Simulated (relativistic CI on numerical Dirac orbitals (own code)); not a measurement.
## Co⁵⁺: 3d valence photoemission

Computed with this model: Dirac-Coulomb-Breit CI, separate exchange-only KLI orbitals for each configuration, model QED (radiative potential, 1s self-energy scaled to tabulated hydrogen-like ionisation energies), valence Slater integrals scaled by 0.7, multiplet model of photoemission in the sudden approximation; configurations [Ar] 3d4 → [Ar] 3d3; 80 K; Lorentzian 0.21 eV and Gaussian 0.5 eV FWHM. Energies are those of the free ion, without screening or charge transfer. The energies are binding energies and can lie tens of eV above those of solids. S is read from ⟨S²⟩ = S(S + 1).

Field parameters in Wybourne normalisation: D3d B²₀ = −7Dσ, B⁴₀ = −14Dq − 21Dτ, B⁴₃ = −14√(10/7) Dq; D4h B²₀ = −7Ds, B⁴₀ = 21(Dq − Dt), B⁴₄ = 21√(5/14) Dq; Oh B⁴₀ = 21Dq, B⁴₄ = √(5/14) B⁴₀; Td as Oh with Dq negative (B⁴₀ = 21Dq, B⁴₄ = √(5/14) B⁴₀). The field is a parameter set, without covalency.

Computed curve for Td, 10Dq = -17350 cm⁻¹, scaled to 100 at the maximum (points under 2 are left out and the grid is thinned):

| Energy (eV) | Intensity |
| --- | --- |
| 99.2 | 2.0 |
| 99.4 | 2.9 |
| 99.5 | 3.6 |
| 99.7 | 6.4 |
| 99.8 | 9.5 |
| 100.0 | 24.7 |
| 100.1 | 39.9 |
| 100.3 | 81.0 |
| 100.4 | 96.3 |
| 100.6 | 91.7 |
| 100.7 | 76.4 |
| 100.9 | 49.4 |
| 101.0 | 41.6 |
| 101.2 | 28.7 |
| 101.4 | 15.6 |
| 101.5 | 11.1 |
| 101.7 | 7.6 |
| 101.8 | 8.4 |
| 102.0 | 16.2 |
| 102.1 | 24.1 |
| 102.3 | 42.2 |
| 102.4 | 46.3 |
| 102.6 | 36.2 |
| 102.7 | 26.4 |
| 102.9 | 11.3 |
| 103.0 | 7.6 |
| 103.2 | 5.1 |
| 103.4 | 6.4 |
| 103.5 | 8.0 |
| 103.7 | 11.1 |
| 103.8 | 12.4 |
| 104.0 | 18.7 |
| 104.1 | 25.1 |
| 104.3 | 38.7 |
| 104.4 | 40.3 |
| 104.6 | 28.6 |
| 104.7 | 20.0 |
| 104.9 | 8.0 |
| 105.0 | 5.1 |
| 105.2 | 2.5 |

The ground state has S = 1.78, and the centroid lies at 101.79 eV.
